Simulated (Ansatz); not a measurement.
`CO[SiH2][SiH3]` + HCl → `CO[SiH2]Cl` + SiH₄ at 600 K and 1 bar (cleavage of the Si–Si bond).

Calculated with Ansatz (gas phase, PBE0-D4/def2-TZVP geometries, no zero-point term in ΔE). CCSD(T)/CBS adds triple-zeta CCSD(T) − MP2 to the extrapolated MP2 energy (def2 sets, frozen cores). This one scheme is used for every species. Each species was taken in one conformer, which may not be the lowest.

| species | CCSD(T)/CBS energy (Eh) | H − E (kJ/mol) | S (J/(mol·K)) |
| --- | --- | --- | --- |
| `CO[SiH2][SiH3]` | -696.20864 | 287.9 | 462.1 |
| HCl | -460.38127 | 35.4 | 207.2 |
| `CO[SiH2]Cl` | -865.17164 | 213.2 | 405.0 |
| SiH₄ | -291.46306 | 108.7 | 242.3 |

H − E and S are ideal-gas, rigid-rotor, harmonic terms from PBE0-D4/def2-TZVP, for one conformer and one mirror image of each species. 1 Eh = 2625.50 kJ/mol, R = 8.31446 J/(mol·K).

**Question.** By hand: ΔE, ΔH, ΔS and ΔG.

**Answer.** ΔE = (-865.17164) + (-291.46306) − (-696.20864) − (-460.38127) = -0.04479 Eh = -117.6 kJ/mol. Δ(H − E) = 213.2 + 108.7 − 287.9 − 35.4 = -1.4, so ΔH = -119.0 kJ/mol. ΔS = 405.0 + 242.3 − 462.1 − 207.2 = -22.0 J/(mol·K). ΔG = -119.0 − 600 × (-22.0)/1000 = -105.8 kJ/mol.

**Question.** By hand: the equilibrium constant, and the temperature at which ΔG would vanish if ΔH and ΔS stayed fixed.

**Answer.** log₁₀ K = −ΔG/(RT ln 10) = 9.2. ΔG = 0 at ΔH/ΔS = 5409 K, far beyond where these terms or the molecules hold.

ΔH outweighs TΔS. A doubt of 5 kJ/mol in ΔE shifts log₁₀ K by 0.4 here. Other conformers and mirror images would add mixing entropy, several J/(mol·K) or more a flexible species. These are equilibria of isolated gas molecules and say nothing of rates. Largest T1 diagnostic: 0.012 (customary marks: 0.02 for closed shells, 0.045 for open ones).
